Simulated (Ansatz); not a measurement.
CH2ClF3Si, SMILES `FC(F)(F)[SiH2]Cl`. Charge 0, multiplicity 1. Geometry: relaxed with PBE0-D4/def2-TZVP.

```xyz
8

F     0.793   -1.314    1.147
C     0.724   -0.649   -0.015
F     0.600   -1.568   -0.993
F     1.905   -0.038   -0.194
Si   -0.764    0.580   -0.083
Cl   -0.533    1.942    1.412
H    -0.726    1.251   -1.399
H    -1.999   -0.204    0.124
```

Question: What is the dipole moment at B3LYP/def2-TZVPP? (Estimate.)

Answer: The calculation gave: 1.89 D, with components (-1.62, 0.70, -0.68) D in this frame, pointing from negative to positive charge.

Question: And with PBE, r2SCAN, ωB97M-V? (Best estimate.)

Answer: The calculation gave: PBE 1.65 D, r2SCAN 1.77 D, ωB97M-V 1.91 D.

Question: Give the Mulliken charges with B3LYP, r2SCAN, PBE in def2-TZVPP. (Best estimate.)

Answer: Computed: 
| atom | B3LYP | r2SCAN | PBE |
| --- | --- | --- | --- |
| F1 | -0.18 | -0.17 | -0.13 |
| C2 | 0.43 | 0.40 | 0.33 |
| F3 | -0.18 | -0.18 | -0.13 |
| F4 | -0.18 | -0.17 | -0.13 |
| Si5 | 0.39 | 0.43 | 0.32 |
| Cl6 | -0.21 | -0.22 | -0.19 |
| H7 | -0.04 | -0.05 | -0.03 |
| H8 | -0.04 | -0.05 | -0.03 |

B3LYP here is the variant with VWN-RPA as its local correlation; programs differ in this.
